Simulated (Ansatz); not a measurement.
Reaction (hydrogenolysis of a B–C bond): `OCBO[SiH3]` + H₂ → `BO[SiH3]` + CH₃OH

Computed with Ansatz on PBE0-D4/def2-TZVP structures; ΔE is electronic, products minus reactants. CBS: MP2 limit from def2 TZ/QZ plus the TZ coupled-cluster correction, frozen cores. This one scheme is used for every species. DFT in def2-TZVPP. B3LYP here is the variant with VWN-RPA as its local correlation; programs differ in this. One conformer a species, not always the lowest.

CCSD(T)/CBS gives -4.0 kcal/mol.

Another level gave -9.2 kcal/mol. Which?
A. B3LYP/def2-TZVPP
B. PBE0/def2-TZVPP
C. HF/def2-TZVPP
D. ωB97M-V/def2-TZVPP

C. HF/def2-TZVPP -9.2, PBE0 -4.6, ωB97M-V -3.6, B3LYP -6.0 kcal/mol.

Largest T1 diagnostic among the species: 0.013.

The D4 term adds +1.7 kcal/mol with B3LYP and +1.0 kcal/mol with PBE0; it sums over pairs of atoms, weighted by their polarisabilities, and B3LYP, whose exchange is more repulsive, gets the larger term. In def2-TZVPP, CCSD(T) changes the Hartree–Fock value by +4.7 kcal/mol (the triples alone add +0.8 kcal/mol) and MP2 by +5.3 kcal/mol.
